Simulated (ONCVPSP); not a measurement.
# Varying the ONCV potential for H

Base potential:

ONCVPSP 4.0.1 input, shortened (lines: element, Z, core and valence counts, functional; n l f; lmax; l rc ep ncon nbas qcut; lloc lpopt rc5 dvloc0; l nproj debl; icmod fcfact rcfact), PBE, non-relativistic:

```
  H 1.00    0    1        4      upf
    1    0    1.00
    1
    0    0.75    0.00    4    7    6.70
    1    0.75    0.16    5    9   11.70
    0    5    0.75    0.00
    0    0    0.70
    1    2    1.90
    0    0.00    0.00
```

Cutoffs, loose and tight: the cutoffs (Ha) at which the residual kinetic energy of the hardest occupied pseudo-wave falls to 1 and 0.1 mHa per electron. They do not see the model core or the augmentation charge, which bear on the density cutoff. Test errors are all-electron minus pseudo excitation energies from the reference, over the configurations 1s0.5. A dash means not determined; rows that change the core or the reference have their own tests.

| change | outcome | cutoff, loose | cutoff, tight | bound ghosts | GHOST(+) flags above zero |
| --- | --- | --- | --- | --- | --- |
| base | generated | 24 Ha | 149 Ha | none | none |
| s: qcut 4.3; p: qcut 7.5 | generated | 47 Ha | 181 Ha | none | none |
| s: qcut 4.9; p: qcut 8.5 | generated | 28 Ha | 177 Ha | none | none |
| s: qcut 5.6; p: qcut 9.7 | generated | 25 Ha | 170 Ha | none | none |
| s: qcut 6.1; p: qcut 10.7 | generated | 25 Ha | 162 Ha | none | none |
| s: qcut 6.6; p: qcut 11.6 | generated | 24 Ha | 151 Ha | none | none |
| s: qcut 7.3; p: qcut 12.8 | generated | 24 Ha | 92 Ha | none | none |
| s: qcut 8; p: qcut 14 | generated | 25 Ha | 70 Ha | none | none |
| s: qcut 8.7; p: qcut 15.1 | generated | 25 Ha | 42 Ha | none | none |
| s: qcut 9.1; p: qcut 15.9 | generated | 26 Ha | 41 Ha | none | none |
| s: qcut 9.8; p: qcut 17.1 | generated | 26 Ha | 42 Ha | none | none |
